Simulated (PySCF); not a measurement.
An unknown shows these calculated signals:

¹H NMR (500 MHz, computed): δ 6.08 (m, 1H), 5.18 (m, 2H), 4.22 (d, 3H), 2.02 (q, 2H), 1.15 (t, 3H).

¹³C{¹H} NMR (computed): δ 169.2 (C), 113.3 (CH), 87.7 (CH2), 29.3 (CH2), 16.6 (CH3).

PySCF 2.14 calculation with GFN2-xTB geometry and shielding tensors at PBE0/pcSseg-1 (GIAO); in vacuum, fast rotation and ring inversion assumed for equivalent nuclei, no relativistic terms, one computed conformer.

References, each an isolated molecule treated in the same way: ¹H (σ = 31.72 ppm) and ¹³C (σ = 186.93 ppm) vs TMS.

**Question.** Which of these does the molecule contain: a CH3CH2 unit, a non-aromatic C=C double bond, a Si–H bond, an OH group, a C≡C triple bond, a benzene ring?

**Answer.** 
- A CH3CH2 unit: yes (δC 16.6, 29.3; δH 1.15 (t), 2.02 (q)).
- A non-aromatic C=C double bond: yes.
- A Si–H bond: yes (δH 4.22 (d)).
- An OH group: no.
- A C≡C triple bond: no.
- A benzene ring: no.

The data belong to `CC/C(=C\[SiH3])CF`, C₅H₁₁FSi; they needn't prove each group on their own.

Carbon signals by region: 1 in the far downfield region (above 160 ppm), 1 in the sp2 and nitrile region (100–160 ppm), 1 at 50–100 ppm, 2 below 50 ppm. Above 160 ppm: 169.2, fully substituted alkene carbon.

Splittings by ¹⁹F in the carbon and heteronuclear signals aren't shown, as no couplings were computed. Shifts are as computed. Against solution values, carbons near 30 ppm lie about +3 ppm off and those near 130 ppm about +5 ppm. Of 1309 compounds with measured shifts, 239 miss one by over three times the rms of a fit or turn the order of signals round; such compounds aren't used in these exercises. No couplings were computed; multiplicities are counted from neighbouring protons, with m where these are inequivalent, close in shift, in a saturated or five-membered ring or joined by F or P, and br s for small geminal =CH2 splittings.
